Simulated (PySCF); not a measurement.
Species: C4H7F3OSi2.
Numbering: `[O:1]=[C:2]([CH:3]1[SiH2:4][CH2:5][SiH2:6]1)[C:7]([F:8])([F:9])[F:10]` (hydrogens: H11 on C3; H12, H13 on Si4; H14, H15 on C5; H16, H17 on Si6)

Computed by this run: PySCF 2.14.0, PBE0-D3(BJ)/def2-SVP geometry optimisation, gas phase; density fitting, grid level 1; the optimiser is geomeTRIC in internal coordinates, started from a GFN2-xTB structure with every atom displaced at random (about 0.01 Å).

At the end of the run (lengths in Å): C3–Si4 1.941, C2–C3 1.474, Si6–H17 1.489, C5–Si6 1.895, C7–F9 1.336, Si4–H12 1.491, C5–H14 1.103, Si4–C5–Si6 87.3°, Si4–C3–Si6 85.0°, C2–C3–Si6 111.4°, C3–Si4–C5 91.1°, O1–C2–C3–Si4 63°, C2–C3–Si4–C5 -94°, C3–Si4–C5–Si6 -17°, H14–C5–Si6–C3 -92°, H14–C5–Si4–C3 93°.

Question: These geometries were met on the way; a selection of coordinates is given. Order them by energy above the end point, lowest first.
A. C3–Si4 1.940, C2–C3 1.474, Si6–H17 1.491, C5–Si6 1.897, C7–F9 1.337, Si4–H12 1.492, C5–H14 1.100, Si4–C5–Si6 88.1°, Si4–C3–Si6 85.9°, C2–C3–Si6 114.0°, C3–Si4–C5 92.7°, O1–C2–C3–Si4 63°, C2–C3–Si4–C5 -109°, C3–Si4–C5–Si6 -5°, H14–C5–Si6–C3 -111°, H14–C5–Si4–C3 111°
B. C3–Si4 1.959, C2–C3 1.467, Si6–H17 1.481, C5–Si6 1.904, C7–F9 1.340, Si4–H12 1.483, C5–H14 1.101, Si4–C5–Si6 88.5°, Si4–C3–Si6 85.7°, C2–C3–Si6 114.2°, C3–Si4–C5 92.6°, O1–C2–C3–Si4 62°, C2–C3–Si4–C5 -110°, C3–Si4–C5–Si6 -4°, H14–C5–Si6–C3 -113°, H14–C5–Si4–C3 112°
C. C3–Si4 1.939, C2–C3 1.471, Si6–H17 1.490, C5–Si6 1.893, C7–F9 1.337, Si4–H12 1.490, C5–H14 1.102, Si4–C5–Si6 87.4°, Si4–C3–Si6 85.1°, C2–C3–Si6 112.9°, C3–Si4–C5 92.2°, O1–C2–C3–Si4 55°, C2–C3–Si4–C5 -100°, C3–Si4–C5–Si6 -13°, H14–C5–Si6–C3 -98°, H14–C5–Si4–C3 100°
D. C3–Si4 1.996, C2–C3 1.428, Si6–H17 1.449, C5–Si6 1.931, C7–F9 1.369, Si4–H12 1.458, C5–H14 1.070, Si4–C5–Si6 93.5°, Si4–C3–Si6 89.4°, C2–C3–Si6 111.5°, C3–Si4–C5 88.5°, O1–C2–C3–Si4 67°, C2–C3–Si4–C5 -110°, C3–Si4–C5–Si6 -3°, H14–C5–Si6–C3 -115°, H14–C5–Si4–C3 114°

Answer: C (0.008 eV), A (0.024 eV), B (0.050 eV), D (0.362 eV).

| step | E above end (eV) | rms distance from the end, all atoms (Å) | largest force (eV/Å) | rms shift of all bonds from the end (Å) |
| --- | --- | --- | --- | --- |
| 9 | 0.008 | 0.173 | 0.135 | 0.001 |
| 3 | 0.024 | 0.322 | 0.130 | 0.001 |
| 1 | 0.050 | 0.333 | 0.516 | 0.007 |
| 0 | 0.362 | 0.351 | 2.674 | 0.030 |

Rows stand in the order of the answer.
